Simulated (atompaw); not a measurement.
## carbon (C): PAW (atompaw) pseudisation with PBE, scalar-relativistic reference atom.

| Property | Result |
| --- | --- |
| Element | C (Z = 6) |
| Generator | atompaw 4.2.0.5 |
| Type | PAW |
| Functional | PBE |
| Relativity | scalar-relativistic |
| Frozen core | [He] |
| Valence charge | 4 |
| Reference configuration | 2s1 2p0 (charge +3) |
| Partial waves | 2s (bound): rc 1.80 bohr; 2s channel at -0.7 Ry: rc 1.80 bohr; 2p (bound, empty): rc 1.80 bohr; 2p channel at 2.85 Ry: rc 1.80 bohr; 3d channel at 0.45 Ry: rc 1.80 bohr |
| Local potential | bessel scheme, radius 1.60 bohr |
| Core correction | smooth core density matched at 1.10 bohr |
| Augmentation charge | sinc compensation charge, radius 1.60 bohr; PAW radius 1.80 bohr; waves and projectors: custom polynom vanderbiltortho |

All-electron outer shells of the reference configuration (PBE, scalar-relativistic, ld1.x):

```
shell  level (eV)  outermost node (bohr)  outermost maximum (bohr)
   2s      -56.11                   0.37                      1.09
   2p      -48.10                      –                      0.95
```

Problem. Does the generator finish with these settings?

Solution. Yes, a potential is produced.

Problem. Estimate the cutoffs (Ry, on a coarse ladder) from which the occupation-weighted sum of valence levels, in a spherical-Bessel basis at the reference potential, stays within 10 and 1 mRy of its value at 400 Ry.

Solution. 10 Ry and 12 Ry. The cutoffs count occupied waves only; the empty 2p level needs 18 Ry at the loose tolerance.

Problem. What does a ghost test show?

Solution. No extra level below or beside the all-electron valence levels (s, p, d, f tested).

Problem. Is the overlap operator S = 1 + Σ q|β⟩⟨β| positive definite (Bessel basis up to 400 Ry)?

Solution. Yes: its lowest eigenvalue is 0.49 (s channel).
